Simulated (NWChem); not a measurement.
## diphosphane (H4P2) in NWChem

```xyz
6

P      1.0086     0.5217     0.0000
P     -1.0086    -0.5217     0.0000
H      1.5409    -0.3163     1.0313
H      1.5409    -0.3163    -1.0313
H     -1.5409     0.3163     1.0313
H     -1.5409     0.3163    -1.0313
```
Charge 0, spin multiplicity 1.

Program: NWChem. The geometry was optimised at B3LYP/def2-SVP, a minimum by its harmonic frequencies. It is one conformer; others weren't searched.

Symmetry labels belong to the abelian group C2h used in the runs, with the axes of the coordinates shown.

B3LYP has NWChem's definition, with VWN1-RPA local correlation.

Problem. List the lowest 4 singlet excitations that TD-B3LYP/aug-cc-pVDZ, VWN1-RPA local correlation gives, with oscillator strengths.

Solution. 
```csv
state,symmetry,energy (eV),wavelength (nm),f
1,ag,5.24,237,0.000
2,bu,5.30,234,0.206
3,bg,5.88,211,0.000
4,au,6.16,201,0.021
```
